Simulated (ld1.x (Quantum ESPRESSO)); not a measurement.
# silver: excitation energies, all-electron against TM

| Quantity | Value |
| --- | --- |
| Element | Ag (Z = 47) |
| Generator | ld1.x (Quantum ESPRESSO) 7.5 |
| Type | norm-conserving Troullier–Martins (Kleinman–Bylander form) |
| Functional | PBE |
| Relativity | scalar-relativistic |
| Frozen core | [Ar] 3d10 |
| Valence charge | 19 |
| Reference configuration | 4s2 4p6 4d9.5 5s0 5p0 (charge +1.5) |
| Partial waves | 4s (bound): rc 0.85 bohr; 4p (bound): rc 1.15 bohr; 4d (bound): rc 1.60 bohr |
| Local potential | the d channel |
| Core correction | a·sin(br)/r model core inside 0.80 bohr |

Energies are relative to the spin-unpolarised reference configuration 4s2 4p6 4d9.5 5s0 5p0; without spin polarisation the order of configurations can differ from experiment.

| valence configuration | charge | ΔE all-electron (eV) | error AE − PS (meV) |
| --- | --- | --- | --- |
| 4s2 4p6 4d10 5s1 5p0 | 0 | -17.157 | -3.5 |
| 4s2 4p6 4d10 5s0 5p0 | +1 | -9.399 | +0.3 |
| 4s2 4p6 4d9 5s1 5p1 | 0 | -8.584 | -1.4 |
| 4s2 4p6 4d9 5s2 5p0 | 0 | -13.080 | -3.1 |
| 4s2 4p6 4d9 5s1 5p0 | +1 | -4.005 | -0.4 |
| 4s2 4p6 4d8 5s0 5p0 | +3 | 48.908 | -6.6 |

Problem. What are ΔE and the potential's error for 4s2 4p6 4d9 5s0 5p0?

Solution. ΔE = 12.715 eV all-electron; the error (AE − PS) is -1.5 meV.

Levels in the configuration 4s2 4p6 4d9 5s1 5p0:

```tsv
level	all-electron (eV)	pseudo (eV)
4s	-107.798	-107.783
4p	-71.168	-71.156
4d	-19.243	-19.237
5s	-12.762	-12.759
```
